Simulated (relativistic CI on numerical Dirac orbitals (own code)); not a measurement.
Hyperfine structure of Hg63+, mass number 199

Computed by Dirac-Coulomb-Breit CI, KLI orbitals optimised for each configuration, model QED (radiative potential, 1s self-energy scaled to tabulated hydrogen-like ionisation energies), unscaled Slater integrals (own radial code, finite nucleus).

CI space (outside the closed core [Ne]): 3s2 3p5, 3s2 3p4 3d, 3s 3p6, 3s 3p5 3d, 3s 3p4 3d2, 3p6 3d, 3s2 3p3 3d 4p, 3s2 3p4 4s, 3s 3p4 3d 4s, 3p6 4s, 3p6 4p, 3s2 3p4 4p, 3s2 3p3 3d2, 3s2 3p2 3d3, 3s 3p3 3d3, 3s2 3p2 3d2 4s, 3s2 3p2 3d2 4p. Double excitations out of closed p, d and f shells are left out; levels of such configurations are missing from the list, as are those of other unlisted configurations, and high levels can miss mixing partners.

Nuclear spin I = 1/2, μ = 0.5039 μN (tables of Stone and Pyykkö). The electronic factors are computed for point nuclear moments, without core polarisation or the Bohr-Weisskopf and QED corrections.

```tsv
Level	E (10³ cm⁻¹)	A (GHz)
3s2 3p5 2P°_3/2	0.0	280.7
3s2 3p4 3d 4P_1/2	2170.7	428.6
3s2 3p4 3d 2D_3/2	2367.4	160.3
3s2 3p4 3d 4F_9/2	3054.7	159.1
3s2 3p4 3d 2P_1/2	3124.1	-188.8
3s2 3p4 3d 2D_5/2	3316.2	81.25
3s2 3p4 3d 2D_5/2	3413.1	118.9
3s2 3p5 2P°_1/2	4096.1	2834
```

Levels with J = 0, under 50 % of one LS term, or S terms without an open s electron are left out. Small factors come from cancelling terms and can be off by tens of per cent or more.

At this charge energies of transitions that change n are usually good to better than 1 %, and those within a shell (Δn = 0) to a few per cent.

Task: Give the hyperfine levels of 3s2 3p4 3d 4P_1/2 relative to its centre of gravity.

Result: With K = F(F + 1) − I(I + 1) − J(J + 1), E = AK/2: F = 0: -321.4, F = 1: 107.1 GHz.

LS names give the leading component of a level, which can be under half, so a name can repeat, a term be missing and a line seem to break the LS rules.
